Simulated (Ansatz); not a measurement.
ClGaH4OSi: where a starting geometry ends

The starting geometry of this gas-phase singlet is a saddle point at B3LYP-D3(BJ)/def2-SVP, pushed by 0.25 Å along its imaginary mode.

```
atom    x (Å)    y (Å)    z (Å)
  Cl  -1.3055  -1.9130  -1.7139
  Ga  -0.2241  -0.8475  -0.1466
   O   0.3831  -1.9105   1.1687
  Si   0.1761   1.5137  -0.1011
   H  -0.6205   2.1801  -1.1847
   H  -0.2355   2.0648   1.2406
   H   1.6503   1.7575  -0.3135
   H   0.1830  -2.8478   1.0541
```

**Question.** Predict what becomes of its bonds when it is optimised with B3LYP-D3(BJ)/def2-SVP.

**Answer.** It keeps its bonds.

The energy falls by 0.01 eV over 31 steps:

| step | E − E(last) (eV) |
| --- | --- |
| 1 | 0.012 |
| 4 | 0.004 |
| 8 | 0.004 |
| 11 | 0.003 |
| 14 | 0.002 |
| 18 | 0.001 |
| 21 | 0.001 |
| 24 | 0.000 |
| 28 | 0.000 |
| 31 | 0.000 |

Final geometry (Å):

```yaml
atoms:
  - { symbol: Cl, position_ang: [-0.5159, -1.9944, -1.9740] }
  - { symbol: Ga, position_ang: [-0.1310, -0.8603, -0.1519] }
  - { symbol: O, position_ang: [-0.0688, -1.8657, 1.3243] }
  - { symbol: Si, position_ang: [0.1849, 1.5141, -0.0937] }
  - { symbol: H, position_ang: [-1.0245, 2.1791, -0.6573] }
  - { symbol: H, position_ang: [0.4038, 1.9698, 1.3068] }
  - { symbol: H, position_ang: [1.3686, 1.8659, -0.9289] }
  - { symbol: H, position_ang: [-0.2100, -2.8112, 1.1783] }
```

Frequencies at the end are all real (lowest 22 cm⁻¹). Run with Ansatz 0.2.0, 96 s on 2 threads of AMD EPYC 7R43 64-Core Processor (Zen 3) (shared host).
